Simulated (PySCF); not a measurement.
Compound: (F2In-mu-NH2)2.
Bonds: In1–F2, In1–F3, In1–N4, In1–N8, N4–In5, In5–F6, In5–F7, In5–N8. Hydrogens: H9, H10 on N4; H11, H12 on N8.

A GFN2-xTB structure was refined with PBE0-D3(BJ)/def2-SVP geometry optimisation, gas phase, def2 core potentials past Kr (PySCF). Its GFN2-xTB values:

```
   coordinate  GFN2-xTB
       In1–F2   2.016 Å
       In1–N4   2.226 Å
        N4–H9   1.111 Å
   In1–N4–In5     89.4°
    F2–In1–F3    121.1°
    F2–In1–N4    107.3°
    F3–In1–N8    114.9°
    N4–In1–N8     87.7°
F2–In1–N4–In5     -111°
N4–In5–N8–In1       -2°
```

How do these coordinates change at the PBE0-D3(BJ)/def2-SVP level?

```tsv
coordinate	PBE0-D3(BJ)/def2-SVP (Å or °)	change
N4–H9	1.022	-0.089
In1–F2	1.955	-0.061
In1–N4	2.194	-0.032
In1–N4–In5	94.6	+5.2
F3–In1–N8	110.9	-4.0
F2–In1–F3	124.3	+3.2
F2–In1–N4	109.8	+2.5
N4–In1–N8	85.4	-2.3
N4–In5–N8–In1	0	+2
F2–In1–N4–In5	-109	+2
```

The energy falls by 47.5 kJ/mol over 15 energy and gradient evaluations, the largest force component goes from 0.0591 to 4.1e-04 Eh/bohr, and the atoms move by 0.075 Å rms after alignment. The bond that changes most is N4–H9 (ends: nitrogen bonded to 2 In and 2 H; hydrogen on nitrogen), which shortens by 0.089 Å. Bonds longer at the end by more than 0.005 Å: 6 of 12; shorter: 4. Among the dihedrals that turn most is F3–In1–N4–H10, from -120° to -131°. Rotational constants go from 1622, 469.4, 412.9 to 1633, 435.5, 385.6 MHz.

The run used 156 basis functions and 93 SCF cycles in all.

No PBE0-D3(BJ)/def2-SVP frequencies stand behind this structure, so it isn't proved a minimum. One conformer, not necessarily the lowest.
